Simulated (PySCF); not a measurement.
Zinc: a sound run and one with changed settings

Sound run: Zn [Ar] 3d10 4s2, Zn⁺ [Ar] 3d10 4s1. All numbers are calculated (PySCF 2.14, a scalar-relativistic core potential, in cc-pVDZ-PP with ECP10MDF (4s4p3d1f, 38 functions)). The sound run starts from symmetry-adapted Hartree-Fock orbitals and uses a fine grid where one is needed.

Changed run: 14 angular points. This setting is unsound on purpose.

| species | method | sound run (hartree) | changed run (hartree) | converged |
| --- | --- | --- | --- | --- |
| Zn | UHF | -225.95099 | -225.95099 | yes |
| Zn | B3LYP | -227.13739 | -227.13739 | yes |
| Zn | TPSS | -227.02749 | -227.02749 | yes |
| Zn⁺ | UHF | -225.66168 | -225.66168 | yes |
| Zn⁺ | B3LYP | -226.78175 | -226.78175 | yes |
| Zn⁺ | TPSS | -226.68313 | -226.68313 | yes |

Ionisation energy of Zn:

```json
{"method": "UHF", "sound run (eV)": "7.873", "changed run (eV)": "7.873"}
{"method": "B3LYP", "sound run (eV)": "9.678", "changed run (eV)": "9.678"}
{"method": "TPSS", "sound run (eV)": "9.370", "changed run (eV)": "9.370"}
```

Here the setting changes nothing at the digits shown.

For comparison, NIST gives 9.394 eV between the lowest levels.
